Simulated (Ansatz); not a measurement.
Compare A (`[CH3][Al]1[CH]=[C]1F`) with its isomer B (`F[C]1=C[CH2][AlH]1`).

Isolated molecules relaxed with PBE0-D4/def2-TZVP in Ansatz; ΔE leaves out vibrations. CBS: MP2 limit from def2 TZ/QZ plus the TZ coupled-cluster correction, frozen cores. Functionals use def2-TZVPP. B3LYP here is the variant with VWN-RPA as its local correlation; programs differ in this.

Task: Which is lower in electronic energy at CCSD(T)/CBS, and by how much? (An estimate is asked.)

Result: The calculation gave: B, by 18.7 kJ/mol.

Task: Give E(B) − E(A) in kJ/mol with PBE0-D4, CCSD(T)/def2-SVP, ωB97M-V, CCSD(T)/def2-TZVPP, B2PLYP, r2SCAN-D4, B3LYP-D4. (Estimate.)

Result: The calculation gave: PBE0-D4 -20.6, CCSD(T)/def2-SVP -25.4, ωB97M-V -18.3, CCSD(T)/def2-TZVPP -19.8, B2PLYP -14.7, r2SCAN-D4 -10.2, B3LYP-D4 -16.9. None reverses the order clearly.

Task: Does the order hold for the free energy at 298.15 K (harmonic terms from PBE0-D4)? (An estimate is asked.)

Result: Computed: Yes: G(B) − G(A) = -14.0 kJ/mol. Modes under 60 cm⁻¹, often nearly free rotors, make the harmonic entropy too high.

Largest T1 diagnostic: 0.014.

From PBE to PBE0 (25 % exact exchange), in def2-TZVPP and without D4, E(B) − E(A) moves by −5.7 kJ/mol. In def2-TZVPP, CCSD(T) changes the Hartree–Fock value by +4.2 kJ/mol (the triples alone add +1.6 kJ/mol) and MP2 by +5.8 kJ/mol.
